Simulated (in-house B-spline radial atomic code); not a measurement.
Configurations of Ag+, with energies counted from [Kr] 4d10. Computed with a radial B-spline atomic code at the basis-set limit: scalar-relativistic (X2C) revTPSS, spin-polarised, spherical fractional occupations, Fermi nucleus of rms radius 4.5454 fm. Shells without spins written out take the highest spin.

Occupations are held fixed; configurations that lie above the ionisation limit could autoionise.

```
                                       configuration  E - E(ref) (eV)  highest orbital  its <r> (bohr)
                                        [Kr] 4d9 5p1           10.721            5p up            3.42
                                        [Kr] 4d9 5f1           19.375            5f up           14.82
              [Kr] 4d(5 up, 4 down) 5f(0 up, 1 down)            19.38          5f down           14.86
[Ar] 3d10 4s2 4p(3 up, 2 down) 4d10 5s(0 up, 1 down)           57.594          5s down            2.68
 [Ar] 3d(5 up, 4 down) 4s2 4p6 4d10 5p(0 up, 1 down)           373.05          5p down           3.418
 [Ar] 3d(5 up, 4 down) 4s2 4p6 4d10 4f(1 up, 0 down)            380.5            4f up           8.632
```

(1) Order these further configurations by energy, lowest first.
A. [Ar] 3d9 4s2 4p6 4d10 5s1
B. [Ar] 3d10 4s2 4p5 4d10 5d1
C. [Ar] 3d9 4s2 4p6 4d10 5p1
D. [Ar] 3d9 4s2 4p6 4d10 5d1
E. [Ar] 3d10 4s2 4p5 4d10 5s1

(2) How far above the reference does [Ar] 3d9 4s2 4p6 4d10 5f1 lie?

(3) How far above the reference does [Kr] 4d9 5d1 lie?

Results:

(1) E (57.565 eV), B (68.535 eV), A (367.4 eV), C (373.04 eV), D (378.25 eV).

(2) 381.68 eV; its least bound orbital is 5f up with <r> = 14.87 bohr.

(3) 15.99 eV; its least bound orbital is 5d up with <r> = 5.815 bohr.
